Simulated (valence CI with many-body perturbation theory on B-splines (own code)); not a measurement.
**Cs⁴⁺ in three bases**

Level of theory: valence CI with perturbative core correlation (CI+MBPT): five valence electrons over a frozen Dirac-Fock core [Kr] 4d10, radial functions for each j: 9 s, 9 p, 8 d, 6 f, 3 g, 1 h, with the one-electron correlation potential Σ1 (screened to all orders), the two-electron term Σ2, the three-electron term Σ3, Breit, model QED; selected single and double excitations, second order for the rest, scaled by the run's own slope (own B-spline code, finite nucleus).

Against 23 measured levels this calculation errs by 173 cm⁻¹ on average and by 624 at most. These come from a selection out of Sansonetti, J. Phys. Chem. Ref. Data 38, 761 (2009). Levels without a partner in it may be off by more, other configurations by several thousand cm⁻¹. Among the levels kept, up to 1100 cm⁻¹ of a level comes from second order outside the variational space, and about a tenth of that is noise between levels of different J, which matters for small intervals. 2 measured levels below the end of the list, from 158249 cm⁻¹ on, found no clear computed partner, and computed levels of the same name lie up to 72 cm⁻¹ from them.

The reference run has the lowest level 5s2 5p3 4S°_3/2 and an ionisation energy of 56.6324 eV. Its largest variational space holds 19999 state functions.

Names give the largest LS component (configuration and term), which can be under half, so a name can repeat, a term be missing and a line seem to break the LS rules; names also repeat where a configuration has a term twice.

Changed runs:
A. basis 6 s, 6 p, 5 d, 3 f, 1 g
B. basis 5 s, 5 p, 4 d, 2 f

Excitation energies of the reference run in cm⁻¹, and shifts in cm⁻¹:

| Level | Reference | A | B |
| --- | --- | --- | --- |
| 5s2 5p3 2D°_3/2 | 15163 | +100 | +475 |
| 5s2 5p3 2D°_5/2 | 20468 | +114 | +534 |
| 5s2 5p3 2P°_1/2 | 32104 | +172 | +835 |
| 5s2 5p3 2P°_3/2 | 42367 | +139 | +676 |
| 5s 5p4 4P_5/2 | 113579 | -30 | -155 |
| 5s 5p4 4P_3/2 | 122850 | -37 | -195 |
| 5s 5p4 4P_1/2 | 125528 | -24 | -138 |
| 5s 5p4 2D_3/2 | 139814 | +82 | +251 |
| 5s 5p4 2D_5/2 | 144160 | +85 | +276 |
| 5s2 5p2 5d 2P_3/2 | 154938 | +117 | +223 |
| 5s2 5p2 5d 4F_3/2 | 157874 | +114 | +152 |
| 5s 5p4 2P_1/2 | 158321 | +132 | +413 |
| Ionisation energy (eV) | 56.6324 | -0.0222 | -0.0999 |
